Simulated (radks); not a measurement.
Values are calculated unless marked as measured or tabulated.
Task: Species: the antimony ion Sb3+. Configuration: [Kr] 4d10 5s2. Code: a radial shooting solver on a logarithmic mesh with Libxc functionals. Model: scalar-relativistic Kohn-Sham, OLYP, spin-unpolarised, spherical densities, finite nucleus; Fermi nuclear charge, rms radius 4.6802 fm. Some entries of the table are withheld. Estimate them.

| orbital | occ. | eigenvalue (Ry) | <r> (bohr) |
|---|---|---|---|
| 1s | 2 | -2229.289 | 0.02843 |
| 2s | 2 | -341.3890 | 0.1226 |
| 2p | 6 | (1) | 0.1071 |
| 3s | 2 | -68.73560 | 0.3304 |
| 3p | 6 | -57.44762 | 0.3285 |
| 3d | 10 | (2) | (3) |
| 4s | 2 | -13.13779 | (4) |
| 4p | 6 | -9.67868 | 0.8506 |
| 4d | 10 | -4.64174 | 1.015 |
| 5s | 2 | -2.83232 | (5) |

Result: 
(1) 2p eigenvalue (Ry): -306.7716
(2) 3d eigenvalue (Ry): -40.24028
(3) 3d <r> (bohr): 0.3050
(4) 4s <r> (bohr): 0.7901
(5) 5s <r> (bohr): 2.025
